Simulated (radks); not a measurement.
Values are calculated unless marked as measured or tabulated.
W32+, 42 electrons, occupied as [Kr] 4d6. Code: a radial shooting solver on a logarithmic mesh with Libxc functionals. Model: Dirac Kohn-Sham, BLYP, spin-unpolarised, spherical densities, finite nucleus; open shells are shared between the two j in proportion to 2j + 1; Fermi nuclear charge, rms radius 5.3658 fm. Some entries of the table are withheld. Estimate them.

orbital,occ.,eigenvalue (hartree),<r> (bohr),r(max) (bohr)
1s1/2,2,-2594.983,0.01835,0.01146
2s1/2,2,-485.3829,0.07695,0.06588
2p1/2,2,-466.2327,0.06366,0.04896
2p3/2,4,-416.5281,0.07161,0.05580
3s1/2,2,-146.2890,0.1994,0.1851
3p1/2,2,-137.8302,0.1893,0.1733
3p3/2,4,-126.9211,0.2036,0.1871
3d3/2,4,-112.7583,0.1780,0.1465
3d5/2,6,-110.3824,0.1824,0.1503
4s1/2,2,-61.34161,0.4158,(1)
4p1/2,2,-57.74133,(2),0.4008
4p3/2,4,-54.56594,(3),0.4246
4d3/2,2.4,(4),0.4302,0.4108
4d5/2,3.6,(5),0.4369,0.4175
5s1/2,0,-33.34126,0.7447,0.7528
5p1/2,0,-31.71066,0.7556,0.7636
5p3/2,0,-30.48937,0.7879,0.7992

Answer. 
(1) 4s1/2 r(max) (bohr): 0.4040
(2) 4p1/2 <r> (bohr): 0.4144
(3) 4p3/2 <r> (bohr): 0.4374
(4) 4d3/2 eigenvalue (hartree): -48.68384
(5) 4d5/2 eigenvalue (hartree): -48.01851
